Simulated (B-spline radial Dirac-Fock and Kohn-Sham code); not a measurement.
Two-hole binding energies of Zr⁷⁺

System: the Zr⁷⁺ ion, [Ar] 3d10 4s2 4p3.

The run's input, task.json:

```json
{"items": [{
  "Z": 40,
  "q": 7,
  "cfg": [[1, 0, 2], [2, 0, 2], [2, 1, 6], [3, 0, 2], [3, 1, 6], [3, 2, 10], [4, 0, 2], [4, 1, 3]],
  "A": 90,
  "rrms": 4.2694,
  "do": ["binding", "quiet", "double"]
}]}
```

Command: `python xray_run.py task.json out`

Method: ΔSCF Dirac-Fock with Breit, self-energy and vacuum polarisation, finite nucleus, configuration average. Computed with a B-spline atomic structure program. U is the two-hole binding energy less the two single-hole energies, the effective repulsion of the holes after relaxation. Each two-hole energy is an average over J within one jj subconfiguration.

```csv
holes,E(a) (eV),E(b) (eV),E(ab) (eV),U (eV)
1s⁻²,18121.9,18121.9,36860.7,616.8
1s⁻¹ 3p3/2⁻¹,18121.9,452.7,?,?
1s⁻¹ 3d3/2⁻¹,18121.9,301.4,18474.0,50.6
1s⁻¹ 3d5/2⁻¹,18121.9,299.0,18471.2,50.2
2s⁻²,2660.9,2660.9,5428.9,107.2
2s⁻¹ 2p3/2⁻¹,2660.9,2346.7,5105.8,98.2
2s⁻¹ 3p3/2⁻¹,2660.9,452.7,3163.3,49.7
2s⁻¹ 3d3/2⁻¹,2660.9,301.4,3013.7,51.4
2s⁻¹ 3d5/2⁻¹,2660.9,299.0,3011.0,51.1
2p3/2⁻¹ 3s⁻¹,2346.7,553.2,2949.9,50.0
2p3/2⁻¹ 3d5/2⁻¹,2346.7,299.0,2696.3,50.6
3d3/2⁻²,301.4,301.4,645.4,42.5
3d3/2⁻¹ 3d5/2⁻¹,301.4,299.0,643.5,43.0
3d5/2⁻²,299.0,299.0,640.6,42.6
```

Problem. Give the missing two-hole energy and U.

Solution. E(ab) = 18630.3 eV and U = 55.6 eV.

Run: 38 s of CPU time on 1 thread of Intel(R) Xeon(R) Platinum 8375C CPU @ 2.90GHz (shared host), peak memory 0.42 GiB.
